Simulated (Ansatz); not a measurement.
C$_{2}$H$_{7}$AlBFO. Total charge 0; spin multiplicity 1. The bonds changed during the relaxation, so this is another structure than the one it started from.

```xyz
13

B    -0.413   -1.242    0.415
C     1.073   -0.530   -0.120
C     0.557    0.760    0.096
O     0.982    1.505    1.081
F    -1.398   -0.770   -0.664
Al   -1.206    1.062   -0.915
H    -0.815   -0.829    1.471
H    -0.268   -2.430    0.333
H     1.929   -0.865    0.473
H     1.106   -0.856   -1.157
H     1.754    1.111    1.520
H    -0.982    1.287   -2.469
H    -2.319    1.796   -0.063
```

What are the harmonic wavenumbers in cm⁻¹ at PBE0-D4/def2-TZVP (Ansatz, finite differences of forces, unscaled)? (Best estimate.)

Computed: 109, 165, 225, 323, 359, 421, 463, 473, 544, 567, 586, 638, 727, 732, 748, 756, 919, 938, 1008, 1045, 1111, 1177, 1201, 1405, 1429, 1517, 1925, 1941, 2532, 2603, 3069, 3179, 3675.

Is this a minimum?

Yes, all 33 modes are real.

Give the ideal-gas thermochemistry at 298.15 K and 1 bar (rigid rotor, harmonic oscillator; point group C1, symmetry number 1).

Zero-point energy 230.3 kJ/mol; H(298) − E = 252.6 kJ/mol; entropy 347.8 J/(mol·K), of which translation 166.8, rotation 113.8, vibration 67.3; G(298) − E = 148.9 kJ/mol.

And at 400, 500, 600, 800 and 1000 K?


```csv
T (K),H − E (kJ/mol),S (J/mol/K),G − E (kJ/mol)
400,267.3,390.0,111.3
500,284.4,428.2,70.4
600,303.6,463.1,25.8
800,346.6,524.7,-73.2
1000,394.0,577.6,-183.5
```
